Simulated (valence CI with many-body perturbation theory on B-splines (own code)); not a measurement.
**Ta⁵⁰⁺: calculated level list**

Calculated by relativistic CI+MBPT: five valence electrons over a frozen Dirac-Fock core [Ar], a basis of 7 s, 7 p, 8 d, 6 f, 4 g, 1 h functions for each j, with the one-electron correlation potential Σ1 (screened to all orders), the two-electron term Σ2, the three-electron term Σ3, Breit, model QED; selected single and double excitations, second order for the rest (own B-spline code, finite nucleus).

The last digits are not significant, and no measured levels were compared; by estimate large intervals hold to a few tenths of a per cent, small ones and those within an open d or f shell to about a per cent. Among the levels kept, up to 250 cm⁻¹ of a level comes from second order outside the variational space, and about a tenth of that is noise between levels of different J, which matters for small intervals. The list stops below the first excitations out of the core. Only levels of the ground parity were solved; by the run's estimate the other parity begins above the list, which can be wrong where configurations are misplaced.

Levels 1 to 36 of 36, with energies above the lowest level, (3d3/2^4 3d5/2) J=5/2. "Leading %" is the weight of the configuration and term that name the level; weights of strongly mixed levels are sums over their largest components and can fall short. In the jj column 3d3/2^4 stands for four electrons in 3d with j = 3/2.

```tsv
No.	Configuration	Term	J	E (cm⁻¹)	Leading %	g	Second component	Leading jj
1	3d⁵	⁴P	5/2	0	26	1.288	25 % 3d⁵ ²D	3d3/2^4 3d5/2 (97 %)
2	3d⁵	⁶S	5/2	436780	35	1.332	22 % 3d⁵ ²F	3d3/2^3 3d5/2^2 (94 %)
3	3d⁵	⁴G	7/2	529820	33	1.157	25 % 3d⁵ ²F	3d3/2^3 3d5/2^2 (99 %)
4	3d⁵	²H	11/2	540240	44	1.100	33 % 3d⁵ ⁴G	3d3/2^3 3d5/2^2 (99 %)
5	3d⁵	⁴D	3/2	544210	38	1.155	29 % 3d⁵ ⁴P	3d3/2^3 3d5/2^2 (99 %)
6	3d⁵	²G	9/2	583880	32	1.131	28 % 3d⁵ ⁴G	3d3/2^3 3d5/2^2 (98 %)
7	3d⁵	²D	5/2	612930	33	1.130	27 % 3d⁵ ⁴D	3d3/2^3 3d5/2^2 (95 %)
8	3d⁵	⁴P	1/2	640440	42	1.796	31 % 3d⁵ ²S	3d3/2^3 3d5/2^2 (92 %)
9	3d⁵	²F	7/2	649060	39	1.073	33 % 3d⁵ ²G	3d3/2^3 3d5/2^2 (98 %)
10	3d⁵	²D	3/2	781490	62	0.796	19 % 3d⁵ ⁴F	3d3/2^3 3d5/2^2 (91 %)
11	3d⁵	⁶S	5/2	958720	34	1.302	27 % 3d⁵ ²D	3d3/2^2 3d5/2^3 (93 %)
12	3d⁵	⁴D	7/2	1027000	52	1.208	42 % 3d⁵ ⁴G	3d3/2^2 3d5/2^3 (99 %)
13	3d⁵	²I	11/2	1030500	50	1.087	50 % 3d⁵ ⁴G	3d3/2^2 3d5/2^3 (99 %)
14	3d⁵	⁴G	9/2	1046700	62	1.140	35 % 3d⁵ ²G	3d3/2^2 3d5/2^3 (98 %)
15	3d⁵	²I	13/2	1070600	100	1.066		3d3/2^2 3d5/2^3 (100 %)
16	3d⁵	⁴D	1/2	1084300	78	0.455	16 % 3d⁵ ²S	3d3/2^2 3d5/2^3 (98 %)
17	3d⁵	⁴P	3/2	1094000	53	1.164	35 % 3d⁵ ⁴F	3d3/2^2 3d5/2^3 (98 %)
18	3d⁵	²F	5/2	1103300	42	1.020	32 % 3d⁵ ⁴D	3d3/2^2 3d5/2^3 (98 %)
19	3d⁵	²H	9/2	1145000	53	1.097	47 % 3d⁵ ⁴F	3d3/2^2 3d5/2^3 (100 %)
20	3d⁵	²G	7/2	1164400	61	0.980	35 % 3d⁵ ²F	3d3/2^2 3d5/2^3 (100 %)
21	3d⁵	⁴F	5/2	1181500	64	1.046	26 % 3d⁵ ²D	3d3/2^2 3d5/2^3 (99 %)
22	3d⁵	²D	3/2	1186200	85	0.850	13 % 3d⁵ ⁴D	3d3/2^2 3d5/2^3 (91 %)
23	3d⁵	²G	7/2	1233200	47	1.030	34 % 3d⁵ ²F	3d3/2^2 3d5/2^3 (96 %)
24	3d⁵	⁴P	1/2	1233900	44	1.760	39 % 3d⁵ ²P	3d3/2^2 3d5/2^3 (87 %)
25	3d⁵	²G	9/2	1302900	79	1.103	10 % 3d⁵ ⁴F	3d3/2^2 3d5/2^3 (98 %)
26	3d⁵	²P	3/2	1425700	74	1.179	24 % 3d⁵ ²D	3d3/2^2 3d5/2^3 (98 %)
27	3d⁵	²D	5/2	1452300	78	1.182	10 % 3d⁵ ⁴D	3d3/2^2 3d5/2^3 (92 %)
28	3d⁵	⁴P	5/2	1557000	34	1.223	28 % 3d⁵ ²F	3d3/2 3d5/2^4 (95 %)
29	3d⁵	²F	7/2	1627200	28	1.179	27 % 3d⁵ ⁴F	3d3/2 3d5/2^4 (99 %)
30	3d⁵	²H	11/2	1639400	55	1.067	27 % 3d⁵ ²I	3d3/2 3d5/2^4 (99 %)
31	3d⁵	⁴D	3/2	1652800	31	0.980	30 % 3d⁵ ²D	3d3/2 3d5/2^4 (98 %)
32	3d⁵	²G	9/2	1698100	54	1.111	18 % 3d⁵ ⁴F	3d3/2 3d5/2^4 (97 %)
33	3d⁵	²D	5/2	1735000	61	1.107	23 % 3d⁵ ²F	3d3/2 3d5/2^4 (93 %)
34	3d⁵	²G	7/2	1762000	52	1.009	35 % 3d⁵ ²F	3d3/2 3d5/2^4 (98 %)
35	3d⁵	²P	1/2	1824000	50	1.282	36 % 3d⁵ ²S	3d3/2 3d5/2^4 (92 %)
36	3d⁵	²D	3/2	1950200	74	0.862	17 % 3d⁵ ²P	3d3/2 3d5/2^4 (96 %)
```

The ionisation energy to 3d⁴ ³P0 of the next ion comes out as 4537.9 eV (NIST: 4537 ± 4 eV (theoretical)). All 36 levels together are meant to be complete up to 1967700 cm⁻¹.
